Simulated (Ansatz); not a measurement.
Question: Name a neutral molecule of Al, C, S, Si and H with size of the dipole moment (ωB97M-V/def2-TZVPP) between 1.15 and 1.45 D and HOMO energy (PBE0/def2-TZVPP) between -7.85 and -7.55 eV (Ansatz, PBE0-D4/def2-TZVP geometry).

Answer: `C=C[SiH2][S][AlH2]` (1.35 D, -7.75 eV). Other molecules can fit too; these were computed, each in one conformer that needn't be the lowest.
